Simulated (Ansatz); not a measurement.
CH3Al2Cl (`[Cl][Al]1[CH2][AlH]1`). Charge 0, multiplicity 1. Geometry: relaxed with PBE0-D4/def2-TZVP.

```xyz
7

Cl   -1.585   -2.728    1.134
Al   -0.513   -1.234    0.113
C     0.081    0.574    0.560
Al    0.454    0.438   -1.360
H    -0.183    1.394    1.229
H     1.054    0.133    0.909
H     0.691    1.424   -2.585
```

(1) What is the dipole moment at r2SCAN/def2-TZVPP? (Estimate.)

(2) And with PBE, B3LYP, ωB97M-V? (Estimate.)

(3) Give the Mulliken charges with r2SCAN, B3LYP, ωB97M-V in def2-TZVPP. (Estimate.)

Answers

(1) Ansatz gave: 1.69 D, with components (0.92, 1.36, -0.41) D in this frame, pointing from negative to positive charge.

(2) The calculation gave: PBE 1.66 D, B3LYP 1.72 D, ωB97M-V 1.76 D.

(3) The calculation gave: 
```json
{"atom": "Cl1", "r2SCAN": "-0.24", "B3LYP": "-0.24", "ωB97M-V": "-0.22"}
{"atom": "Al2", "r2SCAN": "0.30", "B3LYP": "0.24", "ωB97M-V": "0.22"}
{"atom": "C3", "r2SCAN": "-0.44", "B3LYP": "-0.36", "ωB97M-V": "-0.45"}
{"atom": "Al4", "r2SCAN": "0.33", "B3LYP": "0.25", "ωB97M-V": "0.27"}
{"atom": "H5", "r2SCAN": "0.06", "B3LYP": "0.09", "ωB97M-V": "0.11"}
{"atom": "H6", "r2SCAN": "0.13", "B3LYP": "0.11", "ωB97M-V": "0.14"}
{"atom": "H7", "r2SCAN": "-0.13", "B3LYP": "-0.10", "ωB97M-V": "-0.08"}
```

B3LYP here is the variant with VWN-RPA as its local correlation; programs differ in this.
